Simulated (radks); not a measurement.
The numbers below are computed, except where a source is named.
Task: The lutetium ion Lu9+ is in [Kr] 4d10 4f(5/2: 6, 7/2: 5) 5s2 5p(1/2: 2, 3/2: 1). Level of theory: Dirac Kohn-Sham, BLYP, spin-unpolarised, spherical densities, finite nucleus; Fermi nuclear charge, rms radius of each element as measured or else 0.836 A^(1/3) + 0.57 fm (a radial shooting solver on a logarithmic mesh with Libxc functionals). Sub-shells are occupied by j as written (lower j first in brackets). One electron is removed from 5p3/2, 5p1/2, 4f5/2, 4f7/2 in turn, with full relaxation. Which removal costs least, and what does each cost?

Result: 5p3/2 171.51 eV; 4f7/2 181.62 eV; 5p1/2 182.43 eV; 4f5/2 183.54 eV. The 5p3/2 electron leaves first.
